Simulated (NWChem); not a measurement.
# BHF2; SMILES FBF

Computed with NWChem. Medium grid unless said otherwise, to which SCAN and Minnesota functionals are sensitive. Structure relaxed at the B3LYP/6-31G* (spherical d) level.

Q: Among these, which level gives the highest value of “dipole (D)”?
A. M06-L/def2-TZVP
B. BHandHLYP/def2-TZVP
C. CAM-B3LYP/def2-TZVP
D. LDA (Slater exchange, VWN5)/def2-TZVP

A: B, BHandHLYP/def2-TZVP. Values: M06-L/def2-TZVP 0.70; LDA (Slater exchange, VWN5)/def2-TZVP 0.82; CAM-B3LYP/def2-TZVP 0.95; BHandHLYP/def2-TZVP 1.04
